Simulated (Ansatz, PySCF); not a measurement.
Members of the series Al-XY, Y = silyl; each row names its spin state. Gas-phase values, no solvent. One relaxed conformer stands for each flexible species; it need not be the lowest. Strings in code marks are SMILES.

Quantity: adiabatic spin-state energy, in kcal/mol. HF references are unrestricted for open shells and restricted for singlets. Levels without diffuse functions put anions too high.

Level 1: CAM-B3LYP/aug-cc-pVTZ // B3LYP-D3(BJ)/def2-TZVPD (Ansatz, a program for electronic structure)
Level 2: HSE06/aug-cc-pVTZ // B3LYP-D3(BJ)/def2-TZVPD (Ansatz)
Level 3: PBE-D3(BJ)/def2-TZVPD // B3LYP-D3(BJ)/def2-TZVPD (PySCF)
Level 4: frozen-core MP2/6-31G* // B3LYP-D3(BJ)/def2-TZVPD (PySCF)

```tsv
species	level 2	level 3	level 4
`[SiH3][Al-][SiH3]`: multiplicity 3 minus multiplicity 1	9.93	12.1	7.40
`[AlH-][SiH3]`: multiplicity 3 minus multiplicity 1	10.2	12.4	7.97
`[C-]#[N+][Al-][SiH3]`: multiplicity 3 minus multiplicity 1	16.6	18.1	17.1
```

**Question.** What does level 1 give for each?

**Answer.** 
- `[SiH3][Al-][SiH3]`: multiplicity 3 minus multiplicity 1: 13.7
- `[AlH-][SiH3]`: multiplicity 3 minus multiplicity 1: 14.7
- `[C-]#[N+][Al-][SiH3]`: multiplicity 3 minus multiplicity 1: 21.5
